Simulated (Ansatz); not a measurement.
Predict a relaxed structure of SbH2Me (CH₅Sb), charge 0, singlet, at PBE0-D4/def2-TZVP (Ansatz).


```xyz
7

Sb   -0.2392   -1.2181   -0.6389
H     1.0183   -1.8015    0.3642
H    -1.3908   -1.4560    0.6041
C     0.1094    0.8554   -0.1355
H     1.0141    1.1904   -0.6425
H     0.2216    0.9818    0.9390
H    -0.7336    1.4480   -0.4905
```
Point group Cs (tolerance 0.1 Å). This is one stationary point.

In the def2 sets Sb takes a core potential; there is no spin–orbit coupling.
